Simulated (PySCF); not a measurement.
**Arsenic: a sound run and one with changed settings**

Sound run: As [Ar] 3d10 4s2 4p3, As⁺ [Ar] 3d10 4s2 4p2. Computed with PySCF 2.14 in aug-cc-pVDZ-DK, with the spin-free X2C one-electron Hamiltonian (Gaussian nucleus). In the sound run the correlated levels freeze [Ar] 3d10. The sound run starts from symmetry-adapted Hartree-Fock orbitals and uses a fine grid where one is needed.

Changed run: initial guess minao, at most 50 SCF cycles.

| species | method | sound run (hartree) | changed run (hartree) | converged |
| --- | --- | --- | --- | --- |
| As | UHF | -2258.91786 | -2258.91786 | yes |
| As | PBE | -2260.30276 | -2260.30276 | yes |
| As | CCSD(T) | -2258.99034 | -2258.99034 | yes |
| As⁺ | B3LYP | -2260.29365 | -2260.29365 | yes |
| As⁺ | MP2 | -2258.61388 | -2258.61388 | yes |

Here the plain start reaches the same solutions.
